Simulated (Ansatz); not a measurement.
Geometry optimisation, RKS B3LYP-D4/6-31G (Ansatz).

input.yaml

```yaml
crystal:
  periodic: [false, false, false]
  atoms:
    - { symbol: B, position_ang: [-1.3844, 0.65, 0.9438] }
    - { symbol: C, position_ang: [-0.2494, -0.3234, 1.2543] }
    - { symbol: "N", position_ang: [0.9457, 0.0571, 0.542] }
    - { symbol: C, position_ang: [1.1877, -0.0871, -0.7049] }
    - { symbol: C, position_ang: [1.2524, -0.2614, -2.0047] }
    - { symbol: H, position_ang: [-2.4898, 0.5579, 1.4357] }
    - { symbol: H, position_ang: [-1.2435, 1.5978, 0.188] }
    - { symbol: H, position_ang: [-0.5068, -1.3377, 0.9727] }
    - { symbol: H, position_ang: [-0.0521, -0.2729, 2.39] }
    - { symbol: H, position_ang: [0.3894, -0.1815, -2.611] }
    - { symbol: H, position_ang: [2.24304, -0.04608, -0.9745] }
basis:
  gaussian: { orbitals: "6-31G" }
hamiltonian:
  xc: b3lyp
  dispersion: d4
relax:
  f_tol: 0.02
  max_steps: 50
output:
  orbitals: {}
```

Launched with:

```bash
$ ansatz run input.yaml --threads 1 --pin off --max-ram 2048MiB --backend cpu --events-out ev --progress --plain --runs-dir out
```

Question: Where does it end, and by what steps?

Answer: The run converged. Limits of this set-up: no polarisation functions. After 21 steps the energy has fallen by 5.416 eV; H11 moved furthest, 1.32 Å. Parted: C4–H11. Joined: C5–H11.

```tsv
step	energy less start (eV)	largest force component (eV/Å)	accepted
0	0.0000	3.853	yes
1	-1.2438	2.270	yes
2	-1.7815	1.902	yes
3	-2.0846	1.807	yes
4	-2.2920	1.334	yes
5	-2.5669	1.650	yes
6	-3.0489	1.975	yes
7	-3.6911	2.207	yes
8	-4.2960	2.027	yes
9	-4.8376	2.631	yes
10	-5.2757	0.762	yes
11	-5.3386	0.422	yes
12	-5.3030	2.005	no
13	-5.3862	0.581	yes
14	-5.4061	0.374	yes
15	-5.3878	1.205	no
16	-5.4135	0.197	yes
17	-5.4120	0.129	no
18	-5.4159	0.038	yes
19	-5.4156	0.051	no
20	-5.4161	0.023	yes
21	-5.4162	0.009	yes
```

```xyz
11
Properties=species:S:1:pos:R:3
B -1.707 0.683 1.254
C -0.369 -0.126 1.213
N 0.692 0.469 0.383
C 1.125 0.045 -0.688
C 1.645 -0.337 -1.838
H -2.603 0.247 1.915
H -1.851 1.706 0.660
H -0.584 -1.174 0.933
H 0.003 -0.174 2.250
H 1.222 -0.007 -2.780
H 2.518 -0.979 -1.871
```

Time of the run: 86 s on 1 CPU thread of a shared host.
